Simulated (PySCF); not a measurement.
## Working out the ionisation energy of Cl⁺

Cl⁺ [Ne] 3s2 3p4 (3P) → Cl²⁺ [Ne] 3s2 3p3 (4S). Computed with PySCF 2.14 in aug-cc-pV(T+d)Z with one added diffuse shell each of s, p, d, f type (7s6p5d3f, 71 functions), with the non-relativistic Hamiltonian (point nucleus). Frozen: [Ne]. Energies in hartree (1 hartree = 27.21139 eV):

```tsv
part	Cl⁺ (lower)	Cl²⁺ (upper)
UHF	-459.053479	-458.223183
CCSD correlation	-0.150554	-0.117716
(T)	-0.004589	-0.003410
```

What does Hartree-Fock give?

(-458.223183) − (-459.053479) = 0.830296 hartree = 22.594 eV.

What do CCSD and CCSD(T) give?

The CCSD correlation energies differ by 0.032838 hartree = 0.894 eV and the triples by 0.001179 hartree = 0.032 eV, so CCSD gives 23.488 eV and CCSD(T) 23.520 eV.

Measured between the centres of the two terms (NIST): 23.771 eV, so CCSD(T) (valence) is off by -0.251 eV.

What remains against the reference includes basis incompleteness, the frozen core and higher excitations.
